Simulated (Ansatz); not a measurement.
Abridged output of a molecular run in Ansatz:

```
Functional definition: HF
799 factors; integrals over basis functions are off by at most 1.1e-3 eV
mean field evaluation 1: about -55096.1757 eV, gradient 3.5e1 eV
mean field evaluation 2: about -55096.1780 eV, gradient 3.5e1 eV
mean field evaluation 4: about -55098.8536 eV, gradient 2.6e0 eV
mean field evaluation 8: about -55098.8805 eV, gradient 3.2e-4 eV
mean field -55098.88052933 eV, -2024.8465120904 hartree, gradient 2.5e-6 eV, S^2 0.000000; 0 other end points of the search recorded, 0 dependent functions left out
11 core orbitals not correlated: weight in the atoms' cores, before any rotation towards them, 1.000 or more for the frozen orbitals, at most 0.000 for the correlated occupied ones
reference -55098.88052933 eV, -2024.8465120904 hartree; 13, 13 occupied and 56, 56 virtual orbitals, 799 factors
second order -13.21327638 eV of doubles, -0.00000000 eV of singles
cycle   1  -13.08497713 eV  change    1.3e-1 eV  update   1.1e-1
cycle   2  -13.59225991 eV  change   -5.1e-1 eV  update   3.4e-2
cycle   3  -13.70784944 eV  change   -1.2e-1 eV  update   1.9e-2
cycle   4  -13.69287898 eV  change    1.5e-2 eV  update   5.5e-3
cycle   5  -13.69274730 eV  change    1.3e-4 eV  update   2.9e-3
cycle   6  -13.69394317 eV  change   -1.2e-3 eV  update   7.9e-4
cycle   7  -13.69359288 eV  change    3.5e-4 eV  update   3.6e-4
cycle   8  -13.69358099 eV  change    1.2e-5 eV  update   1.1e-4
cycle   9  -13.69360875 eV  change   -2.8e-5 eV  update   4.4e-5
cycle  10  -13.69360048 eV  change    8.3e-6 eV  update   1.5e-5
perturbative correction -0.38004645 eV, -0.0139664495 hartree
Total energy: -55112.95417626 eV, -2025.3637090756 hartree
```

Its atoms:

Z-matrix (Å, degrees):
```
B
O 1 1.331
H 1 1.205 2 118.8
H 1 1.208 2 120.8 3 180.0
Ga 2 1.788 1 149.5 3 179.9
H 5 1.555 2 114.4 1 92.1
H 5 1.555 2 114.4 1 -91.9
```

(1) Which basis set was used?
A. def2-TZVPPD
B. def2-TZVPP
C. cc-pV(T+d)Z
D. def2-SVP

(2) Write the keys of the input that set method, charge and spin (a neutral closed shell needs none for the last two).

## Answers

(1) D. It gives 80 functions.

(2) 
```yaml
correlation: {method: ccsd_t}
```
